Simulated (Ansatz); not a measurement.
All numbers were calculated with Ansatz.

A structure relaxed at PBE0-D4/def2-TZVP, charge 0, multiplicity 1:

Cartesian coordinates in Å:
```
F -2.298 0.240 1.053
Si -1.036 0.711 0.188
C 0.611 0.333 0.990
Si 0.912 -0.802 -0.485
N -0.647 -0.344 -1.105
H -1.350 2.109 -0.191
H 1.298 1.175 1.069
H 0.539 -0.165 1.958
H 2.052 -0.409 -1.357
H 1.055 -2.251 -0.175
H -1.135 -0.596 -1.946
```

(1) Give its formula and SMILES.

(2) Summarise the bond lengths by kind.

## Answers

(1) CH6FNSi2, `F[SiH]1C[SiH2]N1`.

(2) 1 × F–Si 1.600 Å; 2 × C–Si 1.870 to 1.885 Å; 2 × N–Si 1.713 to 1.740 Å; 3 × H–Si 1.482 to 1.489 Å; 2 × C–H 1.090 Å; 1 × H–N 1.005 Å.
